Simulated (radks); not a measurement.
Values are calculated unless marked as measured or tabulated.
Ionisation of the antimony ion Sb2+, [Kr] 4d10 5s2 5p1, to Sb3+, [Kr] 4d10 5s2, under several functionals. Dirac Kohn-Sham, spin-unpolarised, spherical densities, finite nucleus; open shells fill j = l - 1/2 first; a radial shooting solver on a logarithmic mesh with Libxc functionals. The NIST Atomic Spectra Database gives 25.324 eV (measured). Rank these functionals by the error of their Delta-SCF ionisation energy: AM05; BLYP; RPBE; exchange-only B88; SOGGA; PBE; OLYP; BP86; exchange-only PBE.

Answer. From best to worst: BP86 25.210 eV (-0.113); BLYP 25.079 eV (-0.245); AM05 25.025 eV (-0.298); PBE 25.023 eV (-0.301); SOGGA 24.925 eV (-0.398); RPBE 24.873 eV (-0.450); OLYP 24.707 eV (-0.616); exchange-only PBE 24.222 eV (-1.102); exchange-only B88 24.214 eV (-1.109). Spin polarisation and multiplet splitting are left out, so open shells lie too high by an amount that depends on their filling.

Beside tabulated values, note that spin-unpolarised runs miss the spin-polarisation part of the exchange energy of open shells.
